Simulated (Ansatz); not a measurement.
Diatomic MnH, multiplicity 7 (the spin of the measured ground state). No spin–orbit coupling. Mn is treated without relativity.

D_e counts from the fitted minimum to each atom's lowest state at the same level, without counterpoise.

Correlated levels freeze the inner cores; with def2 sets outer-core shells near the valence are correlated too.

The values were computed with Ansatz (a quantum-chemistry and plane-wave program) with Gaussian orbitals. 

```tsv
level	bond energy D_e (kcal/mol)
r2SCAN/def2-TZVPP	49.79
B97M-V/def2-TZVPP	46.54
B3LYP/def2-TZVPP	38.75
PBE0/def2-TZVPP	42.92
CAM-B3LYP/def2-TZVPP	?
wB97X-V/def2-TZVPP	41.07
CCSD/def2-TZVPP	39.04
CCSD/def2-QZVPP	41.05
CCSD(T)/def2-TZVPP	38.09
```

Question: Fill in the missing entries.

Answer: 
- CAM-B3LYP/def2-TZVPP, bond energy D_e (kcal/mol): 40.04
